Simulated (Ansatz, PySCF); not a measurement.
1,1-dichloro-3,3-difluoroprop-1-ene (C3H2Cl2F2), SMILES FC(F)C=C(Cl)Cl. Atoms are numbered in the order given.

```xyz
9

F     -2.3786    -1.2301    -0.4570
C     -1.7371    -0.0760    -0.1229
F     -2.5390     0.5873     0.7557
C     -0.4369    -0.4016     0.5370
C      0.7658    -0.0078     0.1060
Cl     1.0171     0.9624    -1.3144
Cl     2.2234    -0.4343     0.9382
H     -1.6236     0.5387    -1.0291
H     -0.4988    -1.0108     1.4417
```

The structure is a stationary point at B3LYP-D3(BJ)/def2-SVP. One conformer was computed; it need not be the lowest.

Two levels are set side by side: PBE-D3(BJ)/def2-SVP (Ansatz, a first-principles code) and B3LYP-D3(BJ)/def2-SVP (Ansatz). Each level has its own optimised geometry; the coordinates shown are those of the second. Frequencies come from the Hessian of PySCF at each geometry. Differences are taken from unrounded values.

```tsv
quantity	B3LYP-D3(BJ)
mean bond length (Å)	1.402
bond F1–C2 (Å)	1.362
bond C2–F3 (Å)	1.362
bond C2–C4 (Å)	1.494
bond C4–C5 (Å)	1.337
bond C5–Cl6 (Å)	1.738
bond C5–Cl7 (Å)	1.732
bond C2–H8 (Å)	1.101
bond C4–H9 (Å)	1.092
highest harmonic wavenumber (cm⁻¹)	3201
mean harmonic wavenumber (cm⁻¹)	988
zero-point energy (kcal/mol)	29.67
```

Task: What does PBE-D3(BJ) give, and how far is it from B3LYP-D3(BJ)? (Estimate from the structure and the level; the computed values follow.)

Result: 
| quantity | PBE-D3(BJ) | PBE-D3(BJ) minus B3LYP-D3(BJ) |
|---|---|---|
| mean bond length (Å) | 1.408 | 0.006 |
| bond F1–C2 (Å) | 1.371 | 0.009 |
| bond C2–F3 (Å) | 1.371 | 0.009 |
| bond C2–C4 (Å) | 1.495 | 0.001 |
| bond C4–C5 (Å) | 1.348 | 0.011 |
| bond C5–Cl6 (Å) | 1.738 | -0.001 |
| bond C5–Cl7 (Å) | 1.731 | -0.001 |
| bond C2–H8 (Å) | 1.112 | 0.011 |
| bond C4–H9 (Å) | 1.100 | 0.008 |
| highest harmonic wavenumber (cm⁻¹) | 3139 | -63 |
| mean harmonic wavenumber (cm⁻¹) | 957 | -32 |
| zero-point energy (kcal/mol) | 28.72 | -0.95 |

GGA bonds tend to be longer and softer than those of functionals with exact exchange. Differences between two approximate levels are no errors against the true value.
